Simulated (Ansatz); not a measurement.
The cluster GeCl2, 3 atoms. Hardware: 4 threads of Arm Neoverse V2 on a shared host.

Correlated methods freeze 19 core orbitals; core or outer-core shells of Ge are correlated, in sets that lack core-valence functions.

Problem. How many basis functions does each of these Ansatz runs have, and roughly what does it cost? RPA@PBE/def2-TZVP, charge 0 quintet, energy, from earlier orbitals; PBE0-D4/def2-SVP, charge 0 unrestricted singlet, energy with a search over starts; PBE-D4/def2-TZVPD, charge 0 singlet, energy, from earlier orbitals; r2SCAN-D4/def2-TZVPD, charge 0 singlet, energy, from earlier orbitals; RPA@PBE/def2-TZVP, charge 0 singlet, energy, from earlier orbitals; r2SCAN-D4/def2-TZVP, charge 0 quintet, energy, from earlier orbitals; PBE with 5 % exact exchange/def2-TZVP, charge 0 singlet, energy, from earlier orbitals; r2SCAN-D4/def2-TZVP, charge 0 singlet, energy, from earlier orbitals; PBE with 35 % exact exchange/def2-TZVP, charge 0 singlet, energy, from earlier orbitals; PBE0-D4/def2-TZVPD, charge 0 singlet, energy, from earlier orbitals; CAM-B3LYP-D4/def2-TZVP, charge 0 quintet, energy, from earlier orbitals; PBE with 10 % exact exchange/def2-TZVP, charge 0 triplet, energy, from earlier orbitals.

Solution. Other jobs shared the machine, so times can vary by a factor of up to 3. A dash marks memory too small to be measured apart from the calling script's.

```json
{"run": "PBE with 35 % exact exchange/def2-TZVP, charge 0 singlet, energy, from earlier orbitals", "functions": "122", "fitting or Cholesky vectors": "986", "wall time": "0.85 s", "peak host memory (GiB)": "–"}
{"run": "PBE with 5 % exact exchange/def2-TZVP, charge 0 singlet, energy, from earlier orbitals", "functions": "122", "fitting or Cholesky vectors": "870", "wall time": "0.9 s", "peak host memory (GiB)": "–"}
{"run": "PBE0-D4/def2-SVP, charge 0 unrestricted singlet, energy with a search over starts", "functions": "68", "fitting or Cholesky vectors": "631", "wall time": "0.9 s", "peak host memory (GiB)": "–"}
{"run": "PBE-D4/def2-TZVPD, charge 0 singlet, energy, from earlier orbitals", "functions": "146", "fitting or Cholesky vectors": "933", "wall time": "1 s", "peak host memory (GiB)": "–"}
{"run": "RPA@PBE/def2-TZVP, charge 0 singlet, energy, from earlier orbitals", "functions": "122", "fitting or Cholesky vectors": "753", "wall time": "1.2 s", "peak host memory (GiB)": "–"}
{"run": "PBE0-D4/def2-TZVPD, charge 0 singlet, energy, from earlier orbitals", "functions": "146", "fitting or Cholesky vectors": "1042", "wall time": "1.4 s", "peak host memory (GiB)": "–"}
{"run": "r2SCAN-D4/def2-TZVP, charge 0 singlet, energy, from earlier orbitals", "functions": "122", "fitting or Cholesky vectors": "870", "wall time": "1.6 s", "peak host memory (GiB)": "–"}
{"run": "PBE with 10 % exact exchange/def2-TZVP, charge 0 triplet, energy, from earlier orbitals", "functions": "122", "fitting or Cholesky vectors": "753", "wall time": "1.8 s", "peak host memory (GiB)": "–"}
{"run": "r2SCAN-D4/def2-TZVPD, charge 0 singlet, energy, from earlier orbitals", "functions": "146", "fitting or Cholesky vectors": "933", "wall time": "2.3 s", "peak host memory (GiB)": "–"}
{"run": "RPA@PBE/def2-TZVP, charge 0 quintet, energy, from earlier orbitals", "functions": "122", "fitting or Cholesky vectors": "748", "wall time": "6.5 s", "peak host memory (GiB)": "–"}
{"run": "CAM-B3LYP-D4/def2-TZVP, charge 0 quintet, energy, from earlier orbitals", "functions": "122", "fitting or Cholesky vectors": "748", "wall time": "9 s", "peak host memory (GiB)": "–"}
{"run": "r2SCAN-D4/def2-TZVP, charge 0 quintet, energy, from earlier orbitals", "functions": "122", "fitting or Cholesky vectors": "870", "wall time": "16 s", "peak host memory (GiB)": "–"}
```
